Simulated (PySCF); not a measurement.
Compound: tropone, C7H6O.
SMILES: `O=C1C=CC=CC=C1`

The closed-shell ground state was solved at several levels (PySCF, density fitting, gas phase, non-relativistic). Isolated species at its GFN2-xTB geometry, gas phase.

```json
{"level": "B3LYP/def2-SVPD", "basis functions": "211", "total energy (Eh)": "-345.3070", "HOMO (eV)": "-6.81", "LUMO (eV)": "-2.63", "gap (eV)": "4.18", "dipole (D)": "4.76"}
{"level": "PBE0/pcSseg-1", "basis functions": "166", "total energy (Eh)": "-345.0920", "HOMO (eV)": "-6.97", "LUMO (eV)": "-2.43", "gap (eV)": "4.54", "dipole (D)": "4.54"}
```

Q: What might B3LYP/pcJ-1 (276 basis functions) give for the same quantities?

A: Total energy -345.5531 Eh, HOMO -6.74 eV, LUMO -2.56 eV, gap 4.18 eV, dipole 4.57 D.

Q: How far do the dipole and the HOMO energy spread over the levels?

A: The dipole runs from 4.54 to 4.76 D (mean 4.62 D) and the HOMO from -6.97 to -6.74 eV.
